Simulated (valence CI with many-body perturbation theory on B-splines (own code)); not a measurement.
E1 line list for W59+

Calculated by relativistic CI+MBPT: five valence electrons over a frozen Dirac-Fock core [Ne], radial functions for each j: 11 s, 11 p, 10 d, 8 f, 5 g, 2 h, with the one-electron correlation potential Σ1, the two-electron term Σ2, the three-electron term Σ3, Breit, model QED; selected CI, second order for the rest, scaled by the run's own slope (own B-spline code, finite nucleus).

The last digits are not significant, and no measured levels were compared; by estimate large intervals hold to a few tenths of a per cent, small ones and those within an open d or f shell to about a per cent. Among the levels kept, up to 3200 cm⁻¹ of a level comes from second order outside the variational space, and about a tenth of that is noise between levels of different J, which matters for small intervals.

Lines 151 to 200 of 549 in falling wavelength, among levels below 1356.2 eV, chosen from the strongest by gf and those to the six lowest levels. Wavelengths and rates use the calculated energies. Electric multipoles are in the length gauge, E1 and E2 with the static RPA response of the core. Weak lines are less certain than strong ones. Lines between different terms over intervals too small for the method are left out, as are lines whose strength nearly cancels. The highest levels of a list are the least certain.

Levels are named by their leading jj configuration (3d3/2^4 stands for four electrons in 3d with j = 3/2), which in mixed levels can hold well under half, so a name can repeat and another be missing. Letters in brackets count levels of one name in rising energy.

```
λ vac (nm)                               Upper                               Lower   A (s⁻¹)  log gf  Branch %
     3.767  (3s 3p1/2^2 3d3/2 3d5/2) J=7/2 [a]  (3s 3p1/2^2 3p3/2 3d3/2) J=5/2 [a]  1.90e+11   -0.49      69.4
     3.767      (3s^2 3p1/2 3d3/2 3d5/2) J=9/2      (3s^2 3p1/2 3p3/2 3d3/2) J=7/2  2.80e+11   -0.23      93.0
     3.765  (3s^2 3p1/2 3d3/2 3d5/2) J=3/2 [b]  (3s^2 3p1/2 3p3/2 3d3/2) J=3/2 [b]  6.08e+10   -1.29       1.1
     3.764  (3s 3p1/2 3p3/2^2 3d5/2) J=3/2 [a]        (3s 3p1/2 3p3/2^3) J=3/2 [a]  1.65e+11   -0.85      12.3
     3.759          (3s^2 3p3/2 3d5/2^2) J=5/2          (3s^2 3p3/2^2 3d5/2) J=7/2  1.28e+11   -0.79      36.9
     3.758  (3s^2 3p1/2 3d3/2 3d5/2) J=3/2 [b]  (3s^2 3p1/2 3p3/2 3d3/2) J=1/2 [b]  1.95e+11   -0.78       3.7
     3.756  (3s 3p1/2 3p3/2^2 3d5/2) J=1/2 [c]            (3s 3p1/2 3p3/2^3) J=1/2  2.49e+11   -0.98      12.5
     3.747          (3s^2 3p1/2 3d5/2^2) J=7/2  (3s^2 3p1/2 3p3/2 3d5/2) J=5/2 [a]  3.13e+10   -1.28       4.6
     3.742  (3s^2 3p1/2 3d3/2 3d5/2) J=5/2 [a]  (3s^2 3p1/2 3p3/2 3d3/2) J=5/2 [a]  1.37e+11   -0.76      29.8
     3.741          (3s^2 3p3/2 3d5/2^2) J=7/2          (3s^2 3p3/2^2 3d5/2) J=9/2  9.77e+10   -0.79      32.1
     3.740      (3s^2 3p1/2 3p3/2 3d5/2) J=1/2          (3s^2 3p1/2 3p3/2^2) J=1/2  4.04e+11   -0.77      77.6
     3.738  (3s 3p1/2^2 3p3/2 3d5/2) J=7/2 [a]          (3s 3p1/2^2 3p3/2^2) J=5/2  2.81e+11   -0.33      80.6
     3.738          (3s 3p1/2^2 3d5/2^2) J=1/2  (3s 3p1/2^2 3p3/2 3d5/2) J=3/2 [b]  3.35e+11   -0.85      49.1
     3.737  (3s 3p1/2^2 3d3/2 3d5/2) J=5/2 [a]  (3s 3p1/2^2 3p3/2 3d3/2) J=3/2 [a]  2.00e+11   -0.60      66.6
     3.733          (3s 3p1/2^2 3d5/2^2) J=5/2  (3s 3p1/2^2 3p3/2 3d5/2) J=3/2 [a]  4.96e+10   -1.21       8.6
     3.725  (3s 3p1/2 3p3/2^2 3d5/2) J=3/2 [d]        (3s 3p1/2 3p3/2^3) J=3/2 [b]  3.01e+11   -0.60       8.0
     3.723  (3s 3p1/2^2 3p3/2 3d5/2) J=5/2 [b]          (3s 3p1/2^2 3p3/2^2) J=3/2  4.29e+11   -0.27      40.5
     3.722  (3s^2 3p1/2 3p3/2 3d5/2) J=5/2 [b]          (3s^2 3p1/2 3p3/2^2) J=5/2  1.19e+11   -0.83      16.3
     3.721  (3s 3p1/2^2 3p3/2 3d5/2) J=3/2 [b]          (3s 3p1/2^2 3p3/2^2) J=1/2  2.10e+11   -0.76      17.8
     3.719          (3s^2 3p3/2 3d5/2^2) J=7/2          (3s^2 3p3/2^2 3d5/2) J=7/2  1.02e+11   -0.77      33.5
     3.717  (3s 3p1/2 3p3/2^2 3d5/2) J=5/2 [b]        (3s 3p1/2 3p3/2^3) J=3/2 [a]  1.60e+11   -0.70      10.5
     3.716          (3s 3p1/2^2 3d5/2^2) J=5/2  (3s 3p1/2^2 3p3/2 3d5/2) J=7/2 [a]  6.21e+10   -1.11      10.8
     3.716          (3s^2 3p1/2 3d5/2^2) J=1/2      (3s^2 3p1/2 3p3/2 3d5/2) J=1/2  1.70e+11   -1.15      23.3
     3.711  (3s^2 3p1/2 3d3/2 3d5/2) J=7/2 [b]  (3s^2 3p1/2 3p3/2 3d3/2) J=5/2 [b]  3.28e+11   -0.27       8.2
     3.709  (3s^2 3p1/2 3d3/2 3d5/2) J=3/2 [a]  (3s^2 3p1/2 3p3/2 3d3/2) J=3/2 [a]  2.03e+11   -0.78      43.5
     3.708  (3s^2 3p1/2 3p3/2 3d5/2) J=7/2 [b]          (3s^2 3p1/2 3p3/2^2) J=5/2  4.78e+11   -0.10     100.0
     3.706  (3s^2 3p1/2 3d3/2 3d5/2) J=3/2 [a]  (3s^2 3p1/2 3p3/2 3d3/2) J=1/2 [a]  1.20e+11   -1.00      25.8
     3.696  (3s 3p1/2 3p3/2^2 3d5/2) J=5/2 [d]            (3s 3p1/2 3p3/2^3) J=5/2  2.12e+11   -0.58      18.1
     3.696          (3s^2 3p1/2 3d5/2^2) J=9/2      (3s^2 3p1/2 3p3/2 3d5/2) J=9/2  1.32e+11   -0.57      28.6
     3.693  (3s^2 3p3/2 3d3/2 3d5/2) J=5/2 [d]      (3s^2 3p3/2^2 3d3/2) J=3/2 [b]  3.57e+11   -0.36      11.2
     3.689  (3s 3p1/2^2 3d3/2 3d5/2) J=3/2 [a]  (3s 3p1/2^2 3p3/2 3d3/2) J=1/2 [a]  1.85e+11   -0.82      56.4
     3.681      (3s^2 3p1/2 3d3/2 3d5/2) J=1/2  (3s^2 3p1/2 3p3/2 3d3/2) J=1/2 [a]  3.05e+11   -0.91      74.0
     3.681  (3s 3p1/2 3p3/2^2 3d5/2) J=7/2 [d]            (3s 3p1/2 3p3/2^3) J=5/2  3.27e+10   -1.28       1.1
     3.678          (3s^2 3p3/2 3d5/2^2) J=9/2          (3s^2 3p3/2^2 3d5/2) J=9/2  3.84e+11   -0.11      54.2
     3.673          (3s^2 3p1/2 3d5/2^2) J=1/2  (3s^2 3p1/2 3p3/2 3d5/2) J=3/2 [b]  5.12e+11   -0.68      70.4
     3.672      (3s 3p1/2^2 3d3/2 3d5/2) J=9/2      (3s 3p1/2^2 3p3/2 3d3/2) J=7/2  2.77e+11   -0.25      77.9
     3.672  (3s^2 3p3/2 3d3/2 3d5/2) J=1/2 [b]      (3s^2 3p3/2^2 3d3/2) J=3/2 [b]  4.42e+11   -0.75      13.9
     3.664  (3s 3p1/2^2 3d3/2 3d5/2) J=3/2 [a]  (3s 3p1/2^2 3p3/2 3d3/2) J=3/2 [a]  6.54e+10   -1.28      19.9
     3.659          (3s 3p1/2^2 3d5/2^2) J=1/2      (3s 3p1/2^2 3p3/2 3d5/2) J=1/2  1.59e+11   -1.20      23.3
     3.656  (3s^2 3p3/2 3d3/2 3d5/2) J=7/2 [c]          (3s^2 3p3/2^2 3d3/2) J=5/2  5.87e+11   -0.03      15.6
     3.656  (3s 3p1/2 3p3/2^2 3d5/2) J=5/2 [f]        (3s 3p1/2 3p3/2^3) J=3/2 [b]  5.78e+11   -0.16      17.6
     3.656          (3s^2 3p3/2 3d5/2^2) J=9/2          (3s^2 3p3/2^2 3d5/2) J=7/2  2.86e+11   -0.24      40.5
     3.645          (3s^2 3p3/2^2 3d5/2) J=3/2                (3s^2 3p3/2^3) J=3/2  6.26e+11   -0.30      89.6
     3.641  (3s 3p1/2 3p3/2^2 3d5/2) J=3/2 [e]        (3s 3p1/2 3p3/2^3) J=3/2 [b]  2.12e+11   -0.77       8.0
     3.638          (3s^2 3p1/2 3d5/2^2) J=3/2  (3s^2 3p1/2 3p3/2 3d5/2) J=5/2 [a]  1.08e+11   -1.07      14.6
     3.634  (3s^2 3p3/2 3d3/2 3d5/2) J=5/2 [c]      (3s^2 3p3/2^2 3d3/2) J=3/2 [a]  3.58e+11   -0.37       7.4
     3.634          (3s 3p1/2^2 3d5/2^2) J=5/2  (3s 3p1/2^2 3p3/2 3d5/2) J=5/2 [a]  3.18e+11   -0.42      55.1
     3.633  (3s 3p1/2 3p3/2^2 3d5/2) J=7/2 [e]            (3s 3p1/2 3p3/2^3) J=5/2  4.99e+11   -0.10      24.3
     3.630          (3s^2 3p1/2 3d5/2^2) J=5/2  (3s^2 3p1/2 3p3/2 3d5/2) J=5/2 [a]  3.50e+11   -0.38      58.0
     3.630  (3s 3p1/2 3p3/2^2 3d5/2) J=3/2 [b]        (3s 3p1/2 3p3/2^3) J=3/2 [a]  2.95e+11   -0.63       9.1
```
